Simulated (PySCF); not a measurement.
## Dipole response of Si(3+) (silicon, charge +3)

[Ne] 3s1, 2S determinant. Computed with PySCF 2.14 in aug-cc-pwCVTZ (8s7p5d3f, 75 functions), with no relativity, point nucleus. Coupled (time-dependent) response in atomic units; α is the mean over directions.

```tsv
method	mean α (bohr³)	C₆ (like pair)	S(−4)
UHF	7.923	15.74	76.88
PBE	7.032	13.18	61.32
PBE0	7.295	13.91	65.83
B3LYP	6.761	12.45	56.53
BLYP	6.556	11.91	53.22
```

S(−4) is the Cauchy moment in α(ω) = α(0) + S(−4) ω² + …

α(iu) at PBE0:

```json
{"u (hartree)": "0", "α(iu) (bohr³)": "7.295"}
{"u (hartree)": "0.0500", "α(iu) (bohr³)": "7.134"}
{"u (hartree)": "0.100", "α(iu) (bohr³)": "6.693"}
{"u (hartree)": "0.200", "α(iu) (bohr³)": "5.377"}
{"u (hartree)": "0.300", "α(iu) (bohr³)": "4.073"}
{"u (hartree)": "0.500", "α(iu) (bohr³)": "2.349"}
{"u (hartree)": "0.750", "α(iu) (bohr³)": "1.351"}
{"u (hartree)": "1.00", "α(iu) (bohr³)": "0.8946"}
{"u (hartree)": "1.50", "α(iu) (bohr³)": "0.5130"}
{"u (hartree)": "2.00", "α(iu) (bohr³)": "0.3592"}
{"u (hartree)": "3.00", "α(iu) (bohr³)": "0.2291"}
{"u (hartree)": "5.00", "α(iu) (bohr³)": "0.1331"}
```

For an ion, C₆ is the dispersion term alone; charge-induced terms of lower order in 1/R come first.
